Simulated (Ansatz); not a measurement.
Potential energy curve for GaMg (anion, charge -1), lowest triplet found (which spin is the ground state isn't settled by this scan).

- UCCSDT(Q) = CCSDT(Q) on UHF/aug-cc-pVDZ, cores with 3d frozen (Ansatz, a quantum-chemistry and plane-wave program)
- UHF/aug-cc-pVDZ (Ansatz)
- UKS-B3LYP = unrestricted B3LYP/aug-cc-pVDZ (Ansatz)
- UCCSD(T) = CCSD(T) on UHF/aug-cc-pVDZ, cores with 3d frozen run with Ansatz

Energies are in mEh, each relative to the lowest point of its own curve between 2.30 and 3.30 Å, where full CI is lowest.

| R / Å | UCCSDT(Q) | UHF | UKS-B3LYP | UCCSD(T) |
|---|---|---|---|---|
| 1.91 | 106.1 | 101.6 | 94.5 | 106.4 |
| 2.03 | 67.0 | 62.7 | 58.3 | 67.4 |
| 2.19 | 33.4 | 30.1 | 28.2 | 33.9 |
| 2.30 | 19.0 | 16.6 | 15.6 | 19.6 |
| 2.40 | 10.4 | 8.7 | 8.3 | 10.9 |
| 2.52 | 4.1 | 3.2 | 3.1 | 4.5 |
| 2.60 | 1.7 | 1.3 | 1.2 | 2.0 |
| 2.66 | 0.6 | 0.4 | 0.4 | 0.9 |
| 2.73 | 0.0 | 0.0 | 0.0 | 0.2 |
| 2.82 | 0.0 | 0.0 | 0.1 | 0.0 |
| 2.95 | 1.0 | 0.8 | 1.2 | 0.8 |
| 3.11 | 5.5 | 0.4 | 2.9 | 4.2 |
| 3.30 | 6.7 | 0.6 | 4.3 | 5.4 |

At the longest distance, 3.30 Å, UCCSDT(Q) lies highest above its minimum (6.7 mEh) and UHF lowest (0.6 mEh).

The scan ran from 1.91 to 9.00 Å; beyond the distances shown full CI changes its symmetry label. The unrestricted determinant behind UCCSDT(Q), UHF, UCCSD(T) is spin-contaminated at 1.91 to 3.11 Å (<S²> up to 2.7, against 2.00 for a pure triplet). Where the anion isn't bound against loss of the electron, the finite basis alone holds it.
